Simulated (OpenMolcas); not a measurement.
# F III: effect of the basis set

| Property | Result |
| --- | --- |
| Program | OpenMolcas 26.06 |
| Method | RASSCF |
| Active space | 5 electrons in 9 orbitals (RAS2 2s 2p; RAS3 3d, at most 2 electrons) |
| State averaging | 2S+1 = 4 odd, 1 root; 2S+1 = 2 odd, 8 roots; 2S+1 = 4 even, 3 roots; 2S+1 = 2 even, 9 roots |
| Spin-orbit coupling | RASSI with atomic mean-field integrals over the reference wave functions, term energies averaged over their components |

A. ANO-RCC-VTZP [4s3p2d1f], DKH2, point nucleus; cost roughly 16 core-seconds
B. ANO-R2 [4s4p2d1f], X2C, finite nucleus; cost about 22 core-seconds
C. ANO-RCC-VQZP [5s4p3d2f1g], DKH2, point nucleus; cost about 19 core-seconds
D. ANO-RCC [8s7p4d3f2g], DKH2, point nucleus; cost of the order of 40 core-seconds

Energies in cm-1 above 2s2 2p3 4S* 3/2, the measured ground level; measured values from Moore, Atomic Energy Levels, vol. I, NSRDS-NBS 35 (1971 reprint of NBS Circular 467, 1949).

| Level | A | B | C | D | Measured |
| --- | --- | --- | --- | --- | --- |
| 2s2 2p3 4S* 3/2 | 0.0 | 0.0 | 0.0 | 0.0 | 0.0 |
| 2s2 2p3 2D* 3/2 | 36797 | 37082 | 37146 | 37108 |  |
| 2s2 2p3 2D* 5/2 | 36807 | 37091 | 37155 | 37117 |  |
| 2s2 2p3 2P* 3/2 | 55078 | 55439 | 55531 | 55477 |  |
| 2s2 2p3 2P* 1/2 | 55080 | 55443 | 55535 | 55480 |  |
| 2s 2p4 4P 5/2 | 154539 | 154385 | 154437 | 154366 | 151898 |
| 2s 2p4 4P 3/2 | 154848 | 154683 | 154736 | 154669 | 152235 |
| 2s 2p4 4P 1/2 | 155031 | 154861 | 154914 | 154848 | 152410 |
| 2s 2p4 2D 3/2 | 216541 | 216730 | 216938 | 216799 | 210256 |
| 2s 2p4 2D 5/2 | 216544 | 216733 | 216940 | 216801 | 210240 |
| 2s 2p4 2S 1/2 | 257864 | 258290 | 258567 | 258389 | 248260 |
| 2s 2p4 2P 3/2 | 276326 | 276664 | 277060 | 276867 | 266559 |
| 2s 2p4 2P 1/2 | 276693 | 277023 | 277420 | 277231 | 266943 |

Deviations, from unrounded energies. A percentage is the sum of absolute deviations over the sum of measured energies, with the sign that they share, or ± where signs differ.

```tsv
Against measurement	Levels	A	B	C	D
mean absolute deviation (cm-1)	8	6200	6300	6500	6400
other configurations (%)	8	+3.0	+3.0	+3.1	+3.1
```

A, B, D lie about equally close to measurement and C furthest from it. The largest miss of A in the table is 2s 2p4 2P 3/2, by +9800 cm-1. The ranking rests on the paired levels alone, and a cruder setting can come out closer through cancelling errors.

Among A to D the level of the table that moves most is 2s 2p4 2P 3/2, by 730 cm-1 (lowest in A, highest in C).

Active for correlation alone: 3d; no level in the range computed is led by a configuration that fills it, so any true level of that kind is missing. Computed and measured levels are paired by configuration, term and J; levels that our copy of the source lacks, or whose pairing is in doubt (as where it misses far off the trend of its configuration), stay unpaired and out of the deviations. Levels of configurations outside the active space are missing.

* marks odd parity.
